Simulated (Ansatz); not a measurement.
Cost and result for the atomization energy of BClGaH$_{3}$O, SMILES `O[B](Cl)[GaH2]` (7 atoms, 6 bonds).

The species carries charge 0 and has multiplicity 1. Correlated methods include outer-core shells of Ga, which these sets cover unevenly. Scalar relativity is left out up to krypton. The geometry is a stationary point of PBE0-D4/def2-TZVP. It is one conformer, not always the lowest. Program: Ansatz. All runs use 4 threads of a server CPU on a shared host. Times are those of one run each, without the atoms' runs, and a repeat can differ threefold. Electronic energies, without spin–orbit coupling; frozen cores. CCSD(T)/CBS adds CCSD(T) − MP2 in def2-TZVPP to the MP2 limit, and its time is that of the two runs behind it. T1 = 0.014. With those shells the extrapolation isn't a true limit. HSE06 is the plane-wave form, built on full-range PBE exchange.

CCSD(T)/CBS is a level of theory with its own doubt, some kJ/mol a heavy atom from the limit and from the frozen cores, so smaller differences don't rank the functionals.

```csv
level,functions,wall time
LDA (SPW92)/def2-TZVPP,194,0.8 s
PBE0-D4/def2-TZVPP,194,1.6 s
HSE06-D4/def2-TZVPP,194,1.7 s
CAM-B3LYP-D4/def2-TZVPP,194,1.7 s
BHLYP-D4/def2-TZVPP,194,1.8 s
CCSD(T)/def2-SVP,93,1.9 s
r2SCAN-D4/def2-TZVPP (with forces),194,2.1 s
PBE-QIDH/def2-TZVPP,194,2.2 s
B2PLYP/def2-TZVPP,194,2.4 s
ωB97X-V/def2-TZVPP,194,3.4 s
MP2/def2-QZVPP,363,8.5 s
CCSD(T)/def2-TZVPP,194,17 s
CCSD(T)/CBS(def2),–,26 s
```

Question: What atomization energy does each give, and how far from CCSD(T)/CBS? (Estimate.)

Answer: Ansatz gave: 
```
                             level  atomization (kJ/mol)  difference from CCSD(T)/CBS  per bond
            LDA (SPW92)/def2-TZVPP                2583.1                        346.9      57.8
                PBE0-D4/def2-TZVPP                2232.3                         -3.9      -0.7
               HSE06-D4/def2-TZVPP                2233.9                         -2.3      -0.4
           CAM-B3LYP-D4/def2-TZVPP                2236.1                         -0.1       0.0
               BHLYP-D4/def2-TZVPP                2153.5                        -82.7     -13.8
                  CCSD(T)/def2-SVP                2116.4                       -119.8     -20.0
r2SCAN-D4/def2-TZVPP (with forces)                2260.7                         24.5       4.1
               PBE-QIDH/def2-TZVPP                2230.9                         -5.3      -0.9
                 B2PLYP/def2-TZVPP                2204.2                        -32.0      -5.3
                ωB97X-V/def2-TZVPP                2244.5                          8.3       1.4
                    MP2/def2-QZVPP                2275.8                         39.6       6.6
                CCSD(T)/def2-TZVPP                2186.2                        -50.0      -8.3
                 CCSD(T)/CBS(def2)                2236.2                          0.0       0.0
```

From BLYP to BHLYP (50 % exact exchange), in def2-TZVPP and without D4, the atomization energy moves by −45.1 kJ/mol: exact exchange takes away binding that semilocal exchange gives to molecules. The D4 term adds +24.2 kJ/mol with B3LYP and +12.5 kJ/mol with PBE0; it sums over pairs of atoms, weighted by their polarisabilities, and B3LYP, whose exchange is more repulsive, gets the larger term. Leaving LDA and LC-ωPBE aside and taking each functional with its dispersion term where it has one, the values, not all of them listed here, spread over 119.7 kJ/mol, from BHLYP-D4 to PBE-D4. LDA lies +324.5 kJ/mol from PBE without D4, its usual overbinding.

B3LYP here is the variant with VWN-RPA as its local correlation; programs differ in this.
